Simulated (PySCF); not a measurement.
bicarbonate (CHO3), SMILES [O-]C(=O)O, charge -1. Atoms are numbered in the order given.

```xyz
5

O      0.7645     1.0388     0.0000
C     -0.0666    -0.1593     0.0000
O     -1.3034     0.0876     0.0000
O      0.5776    -1.2248     0.0000
H      0.0896     1.7427     0.0000
```
Charge -1, spin multiplicity 1.

Geometry optimised at PBE-D3(BJ)/def2-SVPD. One conformer was computed; it need not be the lowest.

All values below come from PySCF with PBE0/pcSseg-2.

GIAO shieldings, no solvent; atoms listed in one row are averaged. δ = σ(ref) − σ: ¹⁷O against H2O (σ = 327.8 ppm); ¹³C against TMS (σ = 186.1 ppm); ¹H against TMS (σ = 31.54 ppm), references at their B3LYP-D3(BJ)/def2-TZVP geometries, non-relativistic.

```csv
nucleus,atoms,count,δ (ppm)
¹⁷O,O3,1,240.3
¹⁷O,O4,1,235.5
¹⁷O,O1,1,194.6
¹³C,C2,1,170.1
¹H,H5,1,3.71
```
